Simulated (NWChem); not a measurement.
System: C4H4F2; SMILES C(=C/F)/C=C\F

Input file for NWChem:

```
start job
memory heap 200 mb stack 900 mb global 1100 mb
geometry units angstroms noautosym nocenter noautoz
  F     -0.418796     2.475336     0.000000
  C      0.674228     1.716165     0.000000
  C      0.616108     0.380439     0.000000
  C     -0.616108    -0.380439     0.000000
  C     -0.674228    -1.716165     0.000000
  F      0.418796    -2.475336     0.000000
  H      1.597738     2.300920     0.000000
  H      1.566008    -0.158256     0.000000
  H     -1.566008     0.158256     0.000000
  H     -1.597738    -2.300920     0.000000
end
basis spherical
  F library pcsseg-1
  C library pcsseg-1
  H library pcsseg-1
end
dft
  xc pbe0
  iterations 150
end
property
  shielding 5 1 2 3 7 8
end
task dft property
```

Geometry: optimised at PBE0/def2-SVP.

GIAO values for the isolated, static molecule; σ is the absolute isotropic shielding, δ = σ(reference) − σ with the isolated reference molecule computed at the same levels (13C: tetramethylsilane, 19F: trichlorofluoromethane, 1H: tetramethylsilane).

Atoms are numbered as in the input.

Predict the main results of this run. (PBE0/pcSseg-1, GIAO.) Quantities: δ F1 (ppm); δ C2 (ppm); δ C3 (ppm); δ H7 (ppm); δ H8 (ppm).


```
Item        Result
----------  ------
δ F1 (ppm)  -116.1
δ C2 (ppm)   156.1
δ C3 (ppm)   108.5
δ H7 (ppm)    6.58
δ H8 (ppm)    5.79
```
